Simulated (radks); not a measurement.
Fractional charge and spin in the 6s shell of holmium: the spin-up occupation runs from 0 to 1 and the spin-down occupation from 0 to 1; the fullest corner is Ho, [Xe] 4f(up 5.5, down 5.5) 6s(up 1, down 1). Calculated with a radial shooting solver on a logarithmic mesh with Libxc functionals: scalar-relativistic Kohn-Sham, PBE, spin-polarised, spherical densities, point nucleus. Energy (eV) minus the two flat planes that join the four corners (they meet along the diagonal where the two added fractions sum to one electron); zero is where a piecewise linear energy would lie.

\begin{tabular}{lrrrrr}
down \ up & 0 & 0.25 & 0.5 & 0.75 & 1 \\ \hline
0 & 0.000 & -0.522 & -0.690 & -0.512 & 0.000 \\
0.25 & -0.522 & -0.636 & -0.413 & 0.142 & -0.449 \\
0.5 & -0.690 & -0.413 & 0.187 & -0.360 & -0.595 \\
0.75 & -0.512 & 0.142 & -0.360 & -0.552 & -0.442 \\
1 & 0.000 & -0.449 & -0.595 & -0.442 & 0.000 \\
\end{tabular}

Corners above the fullest one (they belong to Ho+ and the next ion): (up 1, down 0) 6.122 eV, (up 0, down 1) 6.122 eV, (up 0, down 0) 18.119 eV. With half an added electron in each spin the energy lies 0.187 eV from the planes, and with half an added electron in spin up alone -0.690 eV. The planes are only a guide here: the flat-plane condition holds for ground states with one frontier orbital, while this shell lies below other occupied shells, so the corners above the fullest one are inner-hole states and not the ground states of those ions.
